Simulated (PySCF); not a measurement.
Correlation energy of O+ (oxygen, charge +1)

[He] 2s2 2p2 3s1, high-spin 4P determinant (an excited configuration). All numbers are calculated (PySCF 2.14, no relativity, point nucleus, in aug-cc-pwCVTZ (7s6p4d2f, 59 functions)). Frozen: 1s2; 5 electrons correlated.

MP2 pair energies summed by pair of shells (mhartree):

```json
{"pair": "2s-2p", "energy": "-47.38", "share (%)": "53.3"}
{"pair": "2s-2s", "energy": "-22.79", "share (%)": "25.6"}
{"pair": "2p-2p", "energy": "-7.94", "share (%)": "8.9"}
{"pair": "2s-3s", "energy": "-7.26", "share (%)": "8.2"}
{"pair": "2p-3s", "energy": "-3.59", "share (%)": "4.0"}
```

Total MP2 correlation energy: -88.95 mhartree.

Same-spin part -18.55 and opposite-spin part -70.40 mhartree; SCS-MP2 scales them by 1/3 and 6/5 to -90.67 mhartree.
